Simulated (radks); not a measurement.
All-electron atom: the arsenic ion As+ in [Ar] 3d10 4s2 4p2.

Method: Dirac Kohn-Sham, LDA (Slater exchange, Perdew-Wang correlation), spin-unpolarised, spherical densities, finite nucleus; open shells fill j = l - 1/2 first; Fermi nuclear charge, rms radius 4.0968 fm; computed with a radial shooting solver on a logarithmic mesh with Libxc functionals.

Energy parts (Ry):
| part | energy |
|---|---|
| total | -4515.06805 |
| kinetic | 4615.28328 |
| electron-nucleus | -10883.24095 |
| Hartree | 1913.55131 |
| exchange-correlation | -160.66169 |

Orbitals (lengths in bohr, moments of r in powers of bohr; r(90%) holds 90 % of the orbital's charge):
| orbital | occ. | eigenvalue (Ry) | <r^4> | <r> | r(90%) | <r^2> |
|---|---|---|---|---|---|---|
| 1s1/2 | 2 | -860.2740 | 0.00002008 | 0.04556 | 0.0814 | 0.002793 |
| 2s1/2 | 2 | -109.7580 | 0.004092 | 0.2028 | 0.314 | 0.04858 |
| 2p1/2 | 2 | -98.24105 | 0.002846 | 0.1748 | 0.286 | 0.03752 |
| 2p3/2 | 4 | -95.55916 | 0.003051 | 0.1785 | 0.291 | 0.03900 |
| 3s1/2 | 2 | -14.63011 | 0.2762 | 0.5993 | 0.896 | 0.4143 |
| 3p1/2 | 2 | -10.75965 | 0.3325 | 0.6107 | 0.938 | 0.4387 |
| 3p3/2 | 4 | -10.38947 | 0.3564 | 0.6214 | 0.954 | 0.4542 |
| 3d3/2 | 4 | -3.74272 | 0.7768 | 0.6751 | 1.13 | 0.5764 |
| 3d5/2 | 6 | -3.68898 | 0.7997 | 0.6799 | 1.14 | 0.5846 |
| 4s1/2 | 2 | -1.72647 | 25.76 | 1.871 | 2.79 | 4.006 |
| 4p1/2 | 2 | -1.00562 | 61.70 | 2.281 | 3.47 | 6.035 |
| 4p3/2 | 0 | -0.98035 | 65.80 | 2.319 | 3.53 | 6.237 |

The highest occupied level is 4p1/2 at -13.682 eV. The electron density at the nucleus is 3.539e+04 e/bohr^3. Summed over all electrons, <r^2> = 29.75 bohr^2, which gives a Langevin (diamagnetic) susceptibility term of -23.6 x 10^-6 cm^3/mol. The density falls to 0.001 e/bohr^3 at r = 3.94 bohr.
